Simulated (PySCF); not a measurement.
## Computed vibrations of [Yb(H2O)4]3+

[Yb(H2O)4]3+ (singlet in the valence; each metal's 4f electrons, 13 of them, lie in its core potential, out of spins and levels). PySCF 2.14.0, RKS B3LYP, Yb lcecp-1-SVP with ECP59, O def2-SVP, H def2-SVP; non-relativistic Hamiltonian with scalar-relativistic core potentials where named; density fitting; no spin-orbit coupling. Central differences of gradients.

```xyz
13

Yb    0.0000    0.0000    0.0000
O     1.2787    1.2952    1.2952
H     1.6491    1.0932    2.1890
H     1.6491    2.1890    1.0932
O    -1.2787   -1.2952    1.2952
H    -1.6491   -1.0932    2.1890
H    -1.6491   -2.1890    1.0932
O     1.2787   -1.2952   -1.2952
H     1.6491   -2.1890   -1.0932
H     1.6491   -1.0932   -2.1890
O    -1.2787    1.2952   -1.2952
H    -1.6491    2.1890   -1.0932
H    -1.6491    1.0932   -2.1890
```

Run from Python with OMP_NUM_THREADS=2. Where DIIS fails, smearing, a level shift and second-order steps follow.
It took 78 s on 2 threads of Intel(R) Xeon(R) Platinum 8488C (Sapphire Rapids), with other jobs on the host.

Question: What are the harmonic wavenumbers and infrared intensities?

Answer: Modes are labelled in D2d; negative numbers are unstable modes, those under 60 cm⁻¹ near the noise; a finer grid moves soft modes by up to 10 cm⁻¹.
```csv
cm⁻¹,km/mol,symmetry
-152,–,a2
-47,–,e
-47,–,e
-9,–,b1
54,9.5,b2
62,0.0,a1
77,0.0,b1
91,7.7,e
91,7.7,e
399,8.3,e
399,8.3,e
400,0.0,a1
403,6.2,b2
595,0.0,a2
616,0.1,e
616,0.1,e
632,0.0,b1
651,433.5,e
651,433.5,e
655,0.0,a1
664,907.6,b2
1665,213.7,b2
1665,186.0,e
1665,186.0,e
1672,0.0,a1
3557,674.9,b2
3557,581.1,e
3557,581.1,e
3578,0.0,a1
3588,0.0,a2
3591,0.0,b1
3592,819.8,e
3592,819.8,e
```

Question: Is this a minimum?

Answer: No: 3 unstable (and 1 more above −25 cm⁻¹, within the noise); the lowest moves the atoms so:
```
Yb   0.00  0.00  0.00
O    0.00  0.01 -0.01
H    0.29 -0.13 -0.16
H   -0.29  0.16  0.13
O    0.00  0.01  0.01
H    0.29 -0.13  0.16
H   -0.29  0.16 -0.13
O    0.00 -0.01  0.01
H   -0.29 -0.16 -0.13
H    0.29  0.13  0.16
O    0.00 -0.01 -0.01
H   -0.29 -0.16  0.13
H    0.29  0.13 -0.16
```

An lcecp potential fixes the number of 4f electrons, so in runs with it no electron can move into or out of that shell.
